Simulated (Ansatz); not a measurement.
Total energies of `[F][SnH2][PH]S`.

Cartesian coordinates in Å:
```
F -0.428 -2.396 -0.900
Sn 0.317 -0.631 -1.115
P -1.016 0.778 0.465
S 0.331 0.772 2.106
H 1.956 -0.816 -0.687
H 0.044 -0.251 -2.757
H -0.578 1.991 -0.135
H -0.625 0.552 3.023
```

The species carries charge 0 and has multiplicity 1. Correlated methods include outer-core shells of Sn, which these sets cover unevenly. Sn takes the def2 core potential. The geometry is a stationary point of PBE0-D4/def2-TZVP. It is one conformer, not always the lowest. Basis def2-TZVPP, Ansatz.

RPA on PBE orbitals: Hartree–Fock energy of these orbitals -1053.42432 Eh, correlation -1.43729 Eh (frozen core).

```csv
functional,kind,energy without D4 (Eh),D4 term (kJ/mol)
LDA (SPW92),LDA,-1052.57042,–
PBE,GGA,-1055.77092,-21.3
revPBE,GGA,-1056.07629,-52.7
BLYP,GGA,-1056.12953,-45.3
r2SCAN,meta-GGA,-1056.18815,-4.8
B97M-V,meta-GGA with VV10,-1055.98284,–
PBE0,"global hybrid, 25 % exact exchange",-1055.84177,-18.2
B3LYP,"global hybrid, 20 %",-1056.31328,-35.0
r2SCANh,"meta-GGA hybrid, 10 %",-1056.16637,-5.3
r2SCAN0,"meta-GGA hybrid, 25 %",-1056.13521,-6.0
HSE06 (plane-wave form),screened hybrid,-1055.82150,-17.3
BHLYP,"global hybrid, 50 %",-1056.08449,-31.8
CAM-B3LYP,range-separated hybrid,-1056.17674,-19.0
LC-ωPBE,long-range corrected hybrid,-1055.96563,–
ωB97X-V,range-separated hybrid GGA with VV10,-1056.03450,–
ωB97M-V,range-separated hybrid meta-GGA with VV10,-1056.07586,–
B2PLYP,double hybrid,-1055.68319,–
PBE-QIDH,double hybrid,-1055.46054,–
```

B3LYP takes the VWN-RPA correlation (the form of Gaussian; ORCA's B3LYP/G). HSE06 is the plane-wave form, built on full-range PBE exchange. The double hybrids freeze the cores in their second-order part.

LC-ωPBE has ω = 0.4 bohr⁻¹.
